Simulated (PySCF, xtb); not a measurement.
C3H, SMILES [C][C][CH-] (connectivity only; charge and spin as stated), charge -1, multiplicity 1.

Coordinates come from a PBE0-D3(BJ)/def2-TZVPD optimisation.

The numbers are results of IEF-PCM-ωB97X/def2-SVPD run with PySCF, not measurements.

The values are the electrostatic part of the solvation free energy, E(continuum) − E(gas) at the gas-phase geometry, in a cavity of scaled van der Waals radii (PySCF's table); cavitation and dispersion terms are not included. In vacuum the orbital gap is 7.26 eV.

Question: Estimate the values in water (ε = 78.36), toluene (ε = 2.37), tetrahydrofuran (ε = 7.43). (Estimate from the structure and the level; the computed values follow.)

Answer: 
```
solvent              ε  ΔG(elec) (kcal/mol)  gap (eV)
---------------  -----  -------------------  --------
water            78.36                -63.0      7.40
toluene           2.37                -36.2      7.32
tetrahydrofuran   7.43                -54.8      7.37
```

For comparison, GFN2-xTB/ALPB(water) (xtb, at the GFN2-xTB geometry, all terms of that model) gives -63.3 kcal/mol.
